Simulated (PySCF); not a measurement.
**Spinor energies of Ru²⁺ (ruthenium, charge +2)**

Start: [Kr] 4d5 5s1; 4d5/2 filled at m_j = -3/2, -1/2, +1/2, +3/2, +5/2; 5s1/2 filled at m_j = +1/2. Calculated with PySCF 2.14 in x2c-SVPall-2c with one added diffuse shell each of s, p, d type (7s9p7d1f, 76 functions): generalised Hartree-Fock with the X2C-1e Hamiltonian and a Gaussian nucleus; one run each with spin-orbit coupling (SO) switched off, then screened by Boettger's factors. This is a chosen level, not necessarily the ground level.

| spinor shell | electrons | ε, spin-free (eV) | ε, screened SO (eV) | weight of nominal j (screened SO) | rms radius, screened SO (bohr) |
| --- | --- | --- | --- | --- | --- |
| 1s1/2 | 2 | -22257.1 | -22255.8 | 1.000 | 0.0384 |
| 2s1/2 | 2 | -3301.2 | -3300.8 | 1.000 | 0.158 |
| 2p1/2 | 2 | -2953.4 | -3044.0 | 1.000 | 0.137 |
| 2p3/2 | 4 | -2953.4 | -2911.1 | 1.000 | 0.142 |
| 3s1/2 | 2 | -636.85 | -636.76 | 1.000 | 0.428 |
| 3p1/2 | 2 | -519.30 | -535.26 | 1.000 | 0.425 |
| 3p3/2 | 4 | -519.30 | -511.80 | 1.000 | 0.436 |
| 3d3/2 | 4 | -330.23 | -333.08 | 0.957 | 0.417 |
| 3d5/2 | 6 | -330.23 | -328.24 | 0.972 | 0.420 |
| 4s1/2 | 2 | -118.83 | -118.81 | 1.000 | 1.08 |
| 4p1/2 | 2 | -82.780 | -89.307 | 0.661 | 1.19 |
| 4p3/2 | 4 | -82.780 | -79.586 | 0.830 | 1.19 |
| 4d5/2 | 5 | -36.773 | -36.767 | 0.572 | 1.57 |
| 5s1/2 | 1 | -23.820 | -23.819 | 1.000 | 3.06 |

```csv
quantity,spin-free,screened SO
E (hartree),-4526.38868,-4527.00758
M_J,3,3
⟨J²⟩,12.001,12.001
⟨L²⟩,0.000,0.022
⟨S²⟩,12.001,11.975
```

Each row is a mean over spinors that exchange with the open shell spreads, by up to 11.085 eV (4p3/2).

Rows whose weight is well below 1 are mixtures of j = l ± 1/2: exchange outweighs spin-orbit coupling there, and the label is only the starting occupation.

Breit and QED terms are absent; they matter most for the inner s and p1/2 levels.

Densities and radii are taken from the X2C orbitals without a picture-change correction, which distorts them close to the nucleus.

Without spin-orbit coupling the j labels of p, d and f shells carry no meaning; the spin-free column gives the mean over the occupied spinors of each nl shell.
